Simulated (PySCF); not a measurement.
A PySCF script (with the pyscf-properties extension) for the NMR shieldings of `[SiH3]c1ccco1`, C$_{4}$H$_{6}$OSi, on a GFN2-xTB geometry:

```python
import basis_set_exchange as bse
import numpy as np
from pyscf import gto, dft
from pyscf.prop import nmr

atoms = """
Si    2.139922    0.073928   -0.206261
C     0.276308    0.007946   -0.045840
C    -0.579849    0.041518    1.022883
C    -1.889895   -0.044814    0.502382
C    -1.742883   -0.124889   -0.848802
O    -0.447911   -0.094119   -1.187926
H     2.514385    1.238324   -1.011525
H     2.612918   -1.148415   -0.860014
H     2.687435    0.182547    1.145729
H    -0.299816    0.118749    2.053996
H    -2.809501   -0.047056    1.051653
H    -2.459917   -0.204405   -1.642302
"""
names = dict.fromkeys(["Si", "C", "O", "H"], "pcSseg-1")
basis = {el: gto.basis.parse(bse.get_basis(n, elements=[el], fmt="nwchem")) for el, n in names.items()}
mol = gto.M(atom=atoms, basis=basis, charge=0, verbose=0)
mf = dft.RKS(mol, xc="PBE0")
mf.grids.level = 2
mf.grids.alignment = dft.numint.BLKSIZE   # the property module wants whole blocks of grid points
mf.conv_tol = 1e-9
mf.kernel()

calc = nmr.RKS(mf)   # GIAO
C = mf.mo_coeff
Co = C[:, mf.mo_occ > 0]
resp = mf.gen_response(singlet=True, hermi=2)
def vind(x):   # induced exchange potential for any number of trial vectors
    d = np.einsum("pi,xij,qj->xpq", C, 2 * x.reshape(-1, C.shape[1], Co.shape[1]), Co, optimize=True)
    return np.einsum("xpq,pi,qj->xij", resp(d - d.transpose(0, 2, 1)), C, Co, optimize=True).ravel()
mo1, _ = nmr.rhf.solve_mo1(calc, with_cphf=vind)
sigma = calc.kernel(mo1)
for i, s in enumerate(sigma):   # ppm
    print("%2d %-2s %9.2f" % (i, mol.atom_pure_symbol(i), np.trace(s) / 3))
```

Question: Give the expected output.

Answer: 
```
 0 Si    436.08
 1 C      34.10
 2 C      56.34
 3 C      70.13
 4 C      32.68
 5 O      12.92
 6 H      27.17
 7 H      27.17
 8 H      27.39
 9 H      24.60
10 H      25.02
11 H      23.82
```

These numbers come from an equivalent density-fitted implementation of the same equations, which agrees with the script to about 0.01 ppm for H and up to a few tenths of a ppm for heavy atoms, so last digits may differ.

Question: Turn these shieldings into chemical shifts. Scale: 29Si (σ = 349.16 ppm), 13C (σ = 186.93 ppm), 1H (σ = 31.72 ppm) vs TMS; 17O (σ = 336.08 ppm) against H2O (reference shieldings calculated alike).

Answer: Averaging equivalent atoms: Si 0: -86.9; C 4: 154.2; C 1: 152.8; C 2: 130.6; C 3: 116.8; O 5: 323.2; H 11: 7.90; H 9: 7.12; H 10: 6.70; H 6/7/8: 4.47 ppm. Unscaled 17O shifts of doubly bonded oxygen tend to come out too high, by tens of ppm or more. Experimental scales use liquid or dissolved standards, which lie at an offset from isolated H2O (liquid H2O: subtract about 36 ppm).

Size and cost of the density-fitted run: 139 basis functions, 14 s wall time on 1 thread of an Arm Neoverse V1, shared host.
